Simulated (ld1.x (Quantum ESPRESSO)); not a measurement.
# Which change was made? (Pt, PAW)

```
Element                 : Pt (Z = 78)
Generator               : ld1.x (Quantum ESPRESSO) 7.5
Type                    : PAW
Functional              : PBE
Relativity              : scalar-relativistic
Frozen core             : [Xe] 4f14
Valence charge          : 10
Reference configuration : 5d9 6s0 6p0 (charge +1)
Partial waves           : 6s (bound, empty): rcut 1.85, rcutus 2.25 bohr; 6s channel at 1.55 Ry: rcut 1.85, rcutus 2.25 bohr; 6p (bound, empty): rcut 3.20, rcutus 3.60 bohr; 6p channel at 1.1 Ry: rcut 3.20, rcutus 3.60 bohr; 5d (bound): rcut 1.65, rcutus 2.30 bohr; 5d channel at 0.8 Ry: rcut 1.65, rcutus 2.30 bohr
Local potential         : all-electron potential smoothed inside 2.05 bohr (lloc = -1)
Core correction         : a·sin(br)/r model core, default radius (ld1.x builds one for every PAW set, though the input has nlcc=.false.)
Augmentation charge     : BESSEL, radius 1.50 bohr
```

Cutoffs, loose and tight: the cutoffs (Ry, on a coarse ladder) from which the occupation-weighted sum of valence levels, in a spherical-Bessel basis at the reference potential, stays within 10 and 1 mRy of its value at 400 Ry. They do not see the model core or the augmentation charge, which bear on the density cutoff. Test errors are all-electron minus pseudo excitation energies from the reference, over the configurations 5d9 6s1 6p0; 5d8 6s0 6p0; 5d7 6s0 6p0; 5d6 6s0 6p0; 5d8 6s1 6p0; 5d10 6s0 6p0; 5d9 6s0 6p1; variants that change the core or the reference have their own tests. The largest error is taken over the tests solved by every variant that gives reliable tests at all, those not shown here included: 5d10 6s0 6p0; 5d8 6s0 6p0; 5d9 6s0 6p1.

The base gives: outcome: generated; cutoff, loose: 18 Ry; cutoff, tight: 35 Ry; bound ghosts: none; largest test error (meV): -44.

Question: After one change the result is: outcome: generated; cutoff, loose: 21 Ry; cutoff, tight: 35 Ry; bound ghosts: none; largest test error (meV): -63. Which change was it?
A. all radii but the core radius scaled by about 1.26 (s 2.84, p 4.54, d 2.90 bohr, rcut 2.34/4.04/2.08); local potential all-electron potential smoothed inside 2.58 bohr (lloc = -1); augmentation BESSEL, radius 1.90 bohr
B. waves 6s (bound): rcut 1.85, rcutus 3.02 bohr; 6s channel at 1.55 Ry: rcut 1.85, rcutus 3.02 bohr
C. non-relativistic
D. wave 5d channel at 0.8 Ry: rcut 1.65, rcutus 2.30 bohr becomes 5d channel at -0.93 Ry: rcut 1.65, rcutus 2.30 bohr

Answer: D. The others give: all radii but the core radius scaled by about 1.26 (s 2.84, p 4.54, d 2.90 bohr, rcut 2.34/4.04/2.08); local potential all-electron potential smoothed inside 2.58 bohr (lloc = -1); augmentation BESSEL, radius 1.90 bohr → outcome: generated; cutoff, loose: 12 Ry; cutoff, tight: 21 Ry; bound ghosts: none; largest test error (meV): -43 | non-relativistic → outcome: generated, overlap not positive; bound ghosts: not determined (overlap not positive); largest test error (meV): -64 | waves 6s (bound): rcut 1.85, rcutus 3.02 bohr; 6s channel at 1.55 Ry: rcut 1.85, rcutus 3.02 bohr → outcome: generated; cutoff, loose: 18 Ry; cutoff, tight: 35 Ry; bound ghosts: s; largest test error (meV): -44. A file whose overlap is not positive is unfit for use, and its test errors describe a broken file.
